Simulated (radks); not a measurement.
Results of a calculation; reference values are marked as such.
Ionisation of Ar, [Ar], to Ar+, [Ne] 3s2 3p5, under several functionals. Scalar-relativistic Kohn-Sham, spin-unpolarised, spherical densities, finite nucleus; a radial shooting solver on a logarithmic mesh with Libxc functionals.

\begin{tabular}{lrrrrrr}
functional & E(Ar) (hartree) & Exc (hartree) & IE (eV) & -e(HOMO) (eV) & <r> HOMO (bohr) & IE error (eV) \\ \hline
Wu-Cohen GGA & -528.93510 & -30.51576 & 16.035 & 10.246 & 1.662 & +0.275 \\
exchange-only PBE & -528.52640 & -30.08574 & 15.032 & 9.307 & 1.681 & -0.727 \\
MS2 meta-GGA & -529.42666 & -31.03327 & 16.394 & 10.594 & 1.656 & +0.634 \\
exchange-only LDA & -526.38495 & -27.88846 & 14.771 & 9.068 & 1.681 & -0.988 \\
RPBE & -529.38220 & -30.97411 & 16.034 & 10.243 & 1.664 & +0.275 \\
SCAN & -529.48683 & -31.09141 & 16.517 & 10.718 & 1.657 & +0.758 \\
PW91 & -529.42270 & -31.01508 & 16.119 & 10.328 & 1.663 & +0.359 \\
OLYP & -529.46576 & -31.08510 & 16.043 & 10.226 & 1.660 & +0.284 \\
LDA (Slater exchange, VWN5 correlation) & -527.81491 & -29.35695 & 16.160 & 10.388 & 1.665 & +0.401 \\
\end{tabular}

NIST Atomic Spectra Database: 15.760 eV (measured). Closest: RPBE. The Delta-SCF values span 1.75 eV, the total energies 3.10 hartree. The highest occupied level is 3p. Spin polarisation and multiplet splitting are left out, so open shells lie too high by an amount that depends on their filling.

Beside tabulated values, note that spin-unpolarised runs miss the spin-polarisation part of the exchange energy of open shells.
